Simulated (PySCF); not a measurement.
C₃H₆Ge, SMILES C#C[CH2][GeH3], singlet (PBE0/def2-SVP optimised geometry):

```
10

C      1.902    -1.082     0.000
C      0.690    -1.082     0.000
C     -0.757    -1.039     0.015
Ge    -1.435     0.716     0.625
H      2.976    -1.092    -0.004
H     -1.166    -1.232    -0.991
H     -1.166    -1.814     0.685
H     -0.931     1.814    -0.326
H     -2.976     0.686     0.614
H     -0.932     0.987     2.052
```

Level of theory: PBE0/def2-TZVP (PySCF).

What are the frontier orbital energies and the dipole moment?

HOMO-2 -9.54 eV, HOMO-1 -7.76 eV, HOMO -7.37 eV, LUMO 0.60 eV, LUMO+1 0.73 eV; dipole moment 0.71 D.

On the same geometry PBE/def2-TZVP (PySCF) gives HOMO-2 -8.23 eV, HOMO-1 -6.54 eV, HOMO -6.22 eV, LUMO -0.30 eV, LUMO+1 -0.11 eV; dipole moment 0.72 D.

Meta-Löwdin charges at PBE0/def2-TZVP: C1 -0.25, C2 -0.03, C3 -0.40, Ge4 0.38, H5 0.17, H6 0.15, H7 0.15, H8 -0.05, H9 -0.06, H10 -0.05.
